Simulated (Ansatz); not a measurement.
Name a neutral molecule of Al, C, N, S and H with LUMO energy (PBE/def2-TZVPP) between -1.25 and -0.95 eV and HOMO energy (B3LYP/def2-TZVPP) between -6.75 and -6.45 eV (Ansatz, PBE0-D4/def2-TZVP geometry).

`C1[NH][AlH][S]1` (-1.23 eV, -6.60 eV); `C[NH][AlH][SH]` (-1.06 eV, -6.69 eV). Other molecules can fit too; these were computed, each in one conformer that needn't be the lowest.

B3LYP here is the variant with VWN-RPA as its local correlation; programs differ in this.
